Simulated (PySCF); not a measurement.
Compound: C2H8BN.
Numbering: `[BH2:1][NH:2][CH2:3][CH3:4]` (hydrogens: H5, H6 on B1; H7 on N2; H8, H9 on C3; H10, H11, H12 on C4)

Cartesian coordinates in Å at the PBE0-D3(BJ)/def2-SVP level; atoms count from 1:
```xyz
12
C2H8BN angstrom
B      1.844    0.532    0.696
N      0.591    0.717    0.130
C     -0.184   -0.239   -0.631
C     -1.508   -0.588    0.028
H      2.402   -0.534    0.555
H      2.345    1.442    1.315
H      0.123    1.608    0.258
H     -0.368    0.152   -1.649
H      0.432   -1.142   -0.751
H     -2.074   -1.306   -0.585
H     -1.346   -1.032    1.021
H     -2.139    0.306    0.158
```

Computed, not measured: TDDFT PBE0/def2-SVPD, vertical, gas phase, core orbitals frozen in the response in PySCF 2.14.0, density-fitted response routines.

Kohn–Sham orbitals with the atoms that hold most of them (Löwdin shares over 4%, at most four atoms; ? is withheld):

```json
{"orbital": "LUMO+2", "ε (eV)": "1.42", "atoms": "B1 32%, C4 17%, H10 12%, H12 7%"}
{"orbital": "LUMO+1", "ε (eV)": "0.63", "atoms": "B1 26%, C4 18%, H7 12%, C3 10%"}
{"orbital": "LUMO", "ε (eV)": "0.27", "atoms": "?"}
{"orbital": "HOMO", "ε (eV)": "?", "atoms": "N2 52%, B1 15%, C3 12%, C4 7%"}
{"orbital": "HOMO-1", "ε (eV)": "-8.80", "atoms": "?"}
{"orbital": "HOMO-2", "ε (eV)": "-9.85", "atoms": "C3 25%, C4 21%, H9 14%, H12 9%"}
{"orbital": "HOMO-3", "ε (eV)": "-10.52", "atoms": "C4 25%, B1 14%, H10 12%, N2 12%"}
```

(1) Which atoms hold the HOMO-1, and with what shares?

(2) Give the leading atoms of the LUMO.

(3) What is the HOMO energy, and the HOMO–LUMO gap?

Answers

(1) B1 (bonded to N and 2 H) 40%; H6 (bonded to B) 22%; H5 (bonded to B) 21%; N2 (bonded to B, C and H) 8%. By element: hydrogen 43% or more, boron 40%, nitrogen 8%.

(2) B1 (bonded to N and 2 H) 48%; N2 (bonded to B, C and H) 20%; H5 (bonded to B) 12%; H6 (bonded to B) 11%. By element: boron 48%, hydrogen 23% or more, nitrogen 20%.

(3) ε(HOMO) = -7.90 eV; the gap is 8.16 eV (0.3000 hartree).

Question: How does S1 compare with the orbital gap of 8.16 eV?

Answer: S1 is at 7.19 eV (f = 0.0084), 0.98 eV below the gap, made of HOMO-1→LUMO (80%), HOMO→LUMO+1 (16%). Its leading pair isn't HOMO and LUMO; the energies of that pair differ by 9.06 eV. 

Question: One configuration dominates each of S1, S3 and S8. Which, and how do the shares of the two leading atoms of either orbital change from the occupied to the empty one?

Answer: 
- S1 (7.19 eV, f 0.0084), HOMO-1→LUMO (80%): B1 40% → 48%, H6 22% → 11%, N2 8% → 20%
- S3 (7.40 eV, f 0.239), HOMO→LUMO (82%): N2 52% → 20%, B1 15% → 48%
- S8 (8.72 eV, f 0.0027), HOMO-2→LUMO (85%): C3 25% → at most 9%, C4 21% → at most 9%, B1 at most 10% → 48%, N2 at most 10% → 20%

One conformer stands for the species.
